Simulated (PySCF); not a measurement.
Compound: C9H14F2.
Atom-mapped SMILES: `[F:1][C@@H:2]1[C@@H:3]2[CH2:4][CH2:5][CH2:6][C@H:7]1[C@@H:8]([F:9])[CH2:10][CH2:11]2`

Cartesian coordinates in Å at the PBE0-D3(BJ)/def2-SVP level; atoms count from 1:
```xyz
25
C9H14F2 angstrom
F     -0.9705   -0.4780    2.4375
C      0.0776   -0.2933    1.5564
C      0.1781    1.1705    1.1538
C     -1.1459    1.6172    0.5244
C     -1.6089    0.7488   -0.6471
C     -1.4536   -0.7494   -0.3752
C     -0.1431   -1.1449    0.3146
C      1.1081   -1.0362   -0.5548
F      0.9305   -1.7749   -1.7070
C      1.4823    0.3881   -0.9268
C      1.4251    1.3336    0.2744
H      0.9983   -0.6072    2.0817
H      0.3348    1.7652    2.0690
H     -1.0720    2.6722    0.2139
H     -1.9078    1.5789    1.3196
H     -1.0670    1.0265   -1.5627
H     -2.6671    0.9664   -0.8637
H     -2.2687   -1.0793    0.2880
H     -1.5540   -1.3228   -1.3090
H     -0.2254   -2.1997    0.6247
H      1.9460   -1.5013   -0.0024
H      2.4916    0.3929   -1.3674
H      0.8023    0.7176   -1.7235
H      1.5062    2.3771   -0.0682
H      2.3111    1.1559    0.9092
```

NICS is the negative of the GIAO shielding at a point without a nucleus: at the ring centre (0) and 1 Å above and below it (1); zz is the component along the ring normal. Level: GIAO B97-2/pcSseg-1 (PySCF, non-relativistic, gas phase) on the PBE0-D3(BJ)/def2-SVP geometry, one conformer.

Ring bond lengths (Å): C2–C3 1.521, C3–C4 1.533, C4–C5 1.530, C5–C6 1.531, C6–C7 1.533, C7–C2 1.522; C2–C3 1.521, C3–C11 1.535, C11–C10 1.530, C10–C8 1.519, C8–C7 1.527, C7–C2 1.522.

Give the NICS values of each ring in ppm.

```json
{"ring": "C2–C3–C4–C5–C6–C7", "type": "6-membered carbocycle; formal bonds all single", "NICS(0)": "-1.7", "NICS(1), two faces": "-1.5 / -2.2", "NICS(1)zz, two faces": "2.0 / -4.0", "rms pucker (Å)": "0.23", "centre to ring atoms, mean (Å)": "1.48"}
{"ring": "C2–C3–C11–C10–C8–C7", "type": "6-membered carbocycle; formal bonds all single", "NICS(0)": "-5.2", "NICS(1), two faces": "-4.8 / -2.1", "NICS(1)zz, two faces": "-2.0 / -3.1", "rms pucker (Å)": "0.24", "centre to ring atoms, mean (Å)": "1.47"}
```

What can be read from them?

- C2–C3–C4–C5–C6–C7: mean NICS(1)zz -1.0 ppm, near zero. C2, C3, C4, C5, C6, C7 have four or more neighbours, and the NICS criterion for π rings isn't applied. The two faces differ by 6.0 ppm, so no symmetry operation interchanges them.
- C2–C3–C11–C10–C8–C7: mean NICS(1)zz -2.5 ppm, near zero. C2, C3, C7, C8, C10, C11 have four or more neighbours; no verdict on aromaticity is drawn. A hydrogen on C2, outside the ring, lies only 1.37 Å from a NICS(1) probe, which then mostly feels that atom.

At the second NICS(1) probe listed for ring C2–C3–C11–C10–C8–C7, 1 Å off the ring, what do the in-plane components average?

The isotropic value is a third of the trace: (3 × -2.1 − (-3.1))/2 = -1.6 ppm.

List the ring angles.

- C2–C3–C4–C5–C6–C7: C2 109.4°, C3 109.4°, C4 114.2°, C5 112.9°, C6 114.8°, C7 110.3°; sum 671.0° against 720° for a flat convex ring.
- C2–C3–C11–C10–C8–C7: C2 109.4°, C3 107.9°, C11 114.5°, C10 112.2°, C8 114.1°, C7 107.8°; sum 665.9° against 720° for a flat convex ring.

How shielded are the nuclei of the rings and their hydrogens (means over atoms taken as equivalent)?

```tsv
atoms	environment	σ isotropic (ppm)
C2	sp3 C–F carbon	93.0
C3	sp3 carbon at a ring junction	149.8
C4	ring CH2 carbon	156.5
C5	ring CH2 carbon	159.7
C6	ring CH2 carbon	162.8
C7	sp3 carbon at a ring junction	143.3
C8	sp3 C–F carbon	92.0
C10	ring CH2 carbon	152.7
C11	ring CH2 carbon	156.0
H12	methine hydrogen	27.25
H13	methine hydrogen	29.73
H14	methylene hydrogen	30.06
H15	methylene hydrogen	29.22
H16	methylene hydrogen	29.75
```

The list is cut; further classes of hydrogen are left out.

How do the values depend on the level or the medium?

| level | NICS(0), C2–C3–C4–C5–C6–C7 | mean NICS(1)zz, C2–C3–C4–C5–C6–C7 | NICS(0), C2–C3–C11–C10–C8–C7 | mean NICS(1)zz, C2–C3–C11–C10–C8–C7 |
| --- | --- | --- | --- | --- |
| B97-2/pcSseg-1, gas | -1.7 | -1.0 | -5.2 | -2.5 |
| PBE0/pcSseg-1, gas | -1.8 | -1.1 | -5.3 | -2.6 |

The geometry is the same throughout.
